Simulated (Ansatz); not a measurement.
Reaction (substitution at a C–Si bond): `CC(C)[Si]C(C)C` + `NB(O)F` → `CC(C)OB(N)F` + `CC(C)[SiH]`

Program: Ansatz. Geometries: PBE0-D4/def2-TZVP. ΔE: electronic, gas phase. CBS: MP2 limit from def2 TZ/QZ plus the TZ coupled-cluster correction, frozen cores. DFT in def2-TZVPP. One conformer a species, not always the lowest.

CCSD(T)/CBS gives +48.4 kJ/mol.

Task: Another level gave +38.7 kJ/mol. Which?
A. CCSD/def2-TZVPP
B. MP2/def2-TZVPP
C. B2PLYP/def2-TZVPP
D. revPBE/def2-TZVPP

Result: C. B2PLYP 38.7, revPBE 32.7, CCSD/def2-TZVPP 44.4, MP2/def2-TZVPP 50.2 kJ/mol.

Largest T1 diagnostic among the species: 0.012.

Leaving LDA and LC-ωPBE aside and taking each functional with its dispersion term where it has one, the values, not all of them listed here, spread over 10.3 kJ/mol, from B97M-V to BLYP-D4. LDA lies −8.6 kJ/mol from PBE without D4. The D4 term adds +9.0 kJ/mol with B3LYP and +5.1 kJ/mol with PBE0; it sums over pairs of atoms, weighted by their polarisabilities, and B3LYP, whose exchange is more repulsive, gets the larger term. At CCSD(T), def2-SVP lies −17.1 kJ/mol from the extrapolated value and def2-TZVPP −3.8 kJ/mol.

B3LYP here is the variant with VWN-RPA as its local correlation; programs differ in this.
